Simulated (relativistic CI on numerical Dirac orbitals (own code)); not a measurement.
**Hyperfine structure of Dy⁶²⁺, mass number 161**

Computed by Dirac-Coulomb-Breit CI, separate exchange-only KLI orbitals for each configuration, model QED (radiative potential, 1s self-energy scaled to tabulated hydrogen-like ionisation energies), unscaled Slater integrals (own radial code, finite nucleus).

Configurations in the expansion (outside the closed core 1s2): 2s2, 2s 2p, 2p2, 2p 3s, 2p 3p, 2s 3s, 2s 3p, 2s 3d, 2s 4s, 2s 4p, 2s 4d, 2s 4f, 3s2, 3s 3p, 3p2. Levels of other configurations are missing.

Nuclear spin I = 5/2, μ = -0.479 μN, Q = 2.51 b (tables of Stone and Pyykkö). The electronic factors are computed for point nuclear moments, without core polarisation or the Bohr-Weisskopf and QED corrections.

```
      Level   E (Ry)  A (GHz)  B (GHz)
2s 2p 3P°_1   12.636    -1839     -276
2s 2p 3P°_2   75.400   -786.8     2950
2s 2p 1P°_1   81.265    544.7     1750
   2p2 3P_1   91.976    81.66     1470
   2p2 1D_2   93.279   -309.6     2730
   2p2 3P_2  157.762   -115.9      204
 2s 3s 3S_1  621.510    -1816    -2.01
2s 3p 3P°_1  626.552    -1539     -2.4
```

Levels with J = 0, under 50 % of one LS term, or S terms without an open s electron are left out. Small factors come from cancelling terms and can be off by tens of per cent or more.

At this charge energies of transitions that change n are usually good to better than 1 %, and those within a shell (Δn = 0) to a few per cent.

Question: Give the hyperfine levels of 2s 2p 3P°_1 relative to its centre of gravity.

Answer: With K = F(F + 1) − I(I + 1) − J(J + 1), E = AK/2 + B[¾K(K + 1) − I(I + 1)J(J + 1)]/[2I(2I − 1)J(2J − 1)]: F = 3/2: 6245, F = 5/2: 2060, F = 7/2: -4667 GHz.

LS names give the leading component of a level, which can be under half, so a name can repeat, a term be missing and a line seem to break the LS rules.
